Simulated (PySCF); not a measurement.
Br2Cl2Si. Atoms are numbered in the order given.

```xyz
5

Cl     0.0000    -1.6704    -1.6018
Si     0.0000     0.0000    -0.4105
Cl     0.0000     1.6704    -1.6018
Br     1.8106     0.0000     0.8601
Br    -1.8106     0.0000     0.8601
```

Geometry optimised at B3LYP-D3(BJ)/def2-SVP.

The numbers are results of PBE/def2-TZVP run with PySCF, not measurements.

Symmetry labels are those of the subgroup C2v that the program uses (full group C2v).

**Question.** List the valence orbital energies around the gap with their symmetry. (Estimate from the structure and the level; the computed values follow.)

**Answer.** 
| orbital | symmetry | energy (eV) |
|---|---|---|
| HOMO−7 | A1 | -8.92 |
| HOMO−6 | A2 | -8.82 |
| HOMO−5 | B1 | -8.56 |
| HOMO−4 | B2 | -8.54 |
| HOMO−3 | A1 | -8.27 |
| HOMO−2 | B2 | -7.81 |
| HOMO−1 | A2 | -7.66 |
| HOMO | B1 | -7.54 |
| LUMO | A1 | -2.42 |
| LUMO+1 | B1 | -0.84 |
| LUMO+2 | B2 | -0.77 |
| LUMO+3 | A1 | -0.76 |
